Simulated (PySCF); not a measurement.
C₄H₁₂BN.
Numbering: `[BH3-:1][NH2+:2][CH2:3][CH2:4][CH:5]=[CH2:6]` (hydrogens: H7, H8, H9 on B1; H10, H11 on N2; H12, H13 on C3; H14, H15 on C4; H16 on C5; H17, H18 on C6)

Computed with PySCF at PBE0/def2-SVPD, non-relativistic, on one gas-phase PBE0-D3(BJ)/def2-SVP geometry that isn't relaxed in the solvent. The solvent is an IEF-PCM continuum (Bondi radii, 1.10 Å for H, scaled by 1.2), and excitations are vertical TDDFT with non-equilibrium linear response and a frozen core. Only the electrostatic response of the medium enters.

Gas-phase singlets (H = HOMO, L = LUMO):

| state | E (eV) | λ (nm) | f | leading configurations |
| --- | --- | --- | --- | --- |
| S1 | 6.282 | 197 | 0.001 | H→L 99% |
| S2 | 6.443 | 192 | 0.008 | H-1→L 98% |
| S3 | 6.761 | 183 | 0.019 | H-1→L+1 66%, H→L+1 28% |
| S4 | 6.773 | 183 | 0.006 | H→L+1 67%, H-1→L+1 28% |
| S5 | 7.254 | 171 | 0.110 | H-2→L+1 62%, H-2→L 26% |

Task: How does the list change in acetone (ε = 20.49)?

Result: 
```json
{"state": "S1", "E (eV)": "7.021", "λ (nm)": "177", "f": "0.050", "leading configurations": "H-1→L 67%, H→L 27%", "change by rank (eV)": "+0.739"}
{"state": "S2", "E (eV)": "7.182", "λ (nm)": "173", "f": "0.209", "leading configurations": "H→L 58%, H-1→L 29%", "change by rank (eV)": "+0.739"}
{"state": "S3", "E (eV)": "7.364", "λ (nm)": "168", "f": "0.067", "leading configurations": "H→L+1 62%, H-2→L 25%", "change by rank (eV)": "+0.603"}
{"state": "S4", "E (eV)": "7.401", "λ (nm)": "168", "f": "0.116", "leading configurations": "H-2→L 63%, H→L+1 22%", "change by rank (eV)": "+0.628"}
{"state": "S5", "E (eV)": "7.612", "λ (nm)": "163", "f": "0.056", "leading configurations": "H-1→L+1 95%", "change by rank (eV)": "+0.358"}
```

Task: How do the frontier levels move from gas to acetone?

Result: 
| orbital | gas (eV) | solvent (eV) | change (eV) | Löwdin shares, gas | Löwdin shares, solvent |
| --- | --- | --- | --- | --- | --- |
| LUMO+2 | 1.03 | 1.27 | +0.24 | H16 16 %, H14 13 %, H13 10 %, C5 10 % | B1 26 %, H13 9 %, H16 9 %, C5 8 % |
| LUMO+1 | 0.24 | 0.73 | +0.49 | H11 19 %, C3 12 %, B1 12 %, H13 12 % | B1 37 %, H11 10 %, C3 6 %, C6 6 % |
| LUMO | -0.36 | 0.02 | +0.38 | C6 34 %, C5 32 %, H18 6 %, H17 6 % | C6 34 %, C5 33 %, H18 6 %, H17 6 % |
| HOMO | -7.59 | -7.67 | -0.08 | B1 40 %, H8 28 %, H9 10 %, H7 8 % | C6 36 %, C5 33 %, C4 7 %, C3 4 % |
| HOMO-1 | -7.62 | -8.03 | -0.41 | B1 40 %, H7 22 %, H9 20 %, N2 6 % | B1 39 %, H8 27 %, H7 14 %, N2 6 % |
| HOMO-2 | -8.09 | -8.17 | -0.08 | C6 36 %, C5 33 %, C4 6 % | B1 39 %, H9 26 %, H7 16 %, N2 5 % |
| HOMO-3 | -9.41 | -9.28 | +0.13 | B1 22 %, N2 22 %, C3 10 %, H7 8 % | N2 16 %, C3 14 %, B1 14 %, C4 10 % |

The HOMO–LUMO gap goes from 7.23 to 7.69 eV. Rows go by rank; for HOMO-3, HOMO-2, HOMO-1, HOMO, LUMO+1 and LUMO+2 the atom shares or the degeneracy differ between the runs, so the row needn't follow one orbital.

Shape of the structure used: `[BH3-:1][NH2+:2][CH2:3][CH2:4][CH:5]=[CH2:6]`: B1–N2–C3–C4 74°, N2–C3–C4–C5 62°, C3–C4–C5–C6 -103°.
